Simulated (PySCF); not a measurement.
Structure problem from calculated spectra and properties.

Formula: C3H9Si; charge -1.

| Quantity | Value |
| --- | --- |
| NMR, other nuclei | isotropic shieldings of nuclei other than C and H, by class: 392 (1 Si) ppm [GIAO B3LYP/pcSseg-2] |
| 13C NMR | chemical shifts (computed TMS as zero) by class: 33.8 (2 C), 29.7 (1 C) ppm [GIAO B3LYP/pcSseg-2] |
| XPS | Si2p3/2 99.3, C1s 284.8, C1s 285.9 (×2), Si1s 1839.1 eV [ΔSCF SCAN, pcX-2 on the ionised atom, pcseg-1 elsewhere, spin-free X2C, 2p3/2 from a spin–orbit splitting computed afterwards within the 2p shell] |
| Rotational structure | rotational constants A, B, C: 7.645, 4.003, 2.935 GHz [PBE0-D3(BJ)/def2-SVP] |
| 1H NMR | chemical shifts (computed TMS as zero) by class: 3.00 (2 H), 1.22 (6 H), 0.32 (1 H) ppm [GIAO B3LYP/pcSseg-2] |

The electronic properties come from PySCF, for the isolated species, density fitting. Levels stand in brackets. Isolated species at its PBE0-D3(BJ)/def2-SVP geometry (one conformer only). The geometry's basis has no diffuse functions, a weakness for an anion. The HOMO energy is positive, so at this level the finite basis confines the outermost electrons. No diffuse functions stand in pcSseg-2, which bears on an anion's orbital energies. NMR classes are plain means over equivalent atoms (diastereotopic ones count apart unless rotation or inversion swaps them), as if these changed places fast.

Problem. Propose a structure and show how it fits.

Solution. Numbering: `[CH3:1][CH:2]([CH3:3])[SiH2-:4]`. 3 carbons fall into 2 classes; from least to most shielded: methyl carbon [C1/C3] (33.8 ppm, 2 C, up to 6.8 ppm apart in this geometry), sp3 carbon bound to silicon [C2] (29.7 ppm). Hydrogen classes from least to most shielded: 2 H on a silicon bonded to C and 2 H, Si4 (3.00 ppm), 6 H on 2 methyl carbons, C1/C3 (1.22 ppm, a mean of values up to 1.0 ppm apart in this geometry), 1 H on an sp3 carbon bound to silicon, C2 (0.32 ppm). The other shieldings belong to: 392 ppm, silicon bonded to C and 2 H [Si4]. The core levels belong to: Si2p3/2 99.3 eV, silicon bonded to C and 2 H [Si4]; C1s 284.8 eV, sp3 carbon bound to silicon [C2]; C1s 285.9 eV, methyl carbon [C1/C3]; Si1s 1839.1 eV, silicon bonded to C and 2 H [Si4]. One atom of each topological class was ionised and stands for its class. By its constants the optimised geometry is an asymmetric top. Structure: `CC(C)[SiH2-]`. The assignments are read from this structure; whether some other isomer fits the data as well wasn't checked.
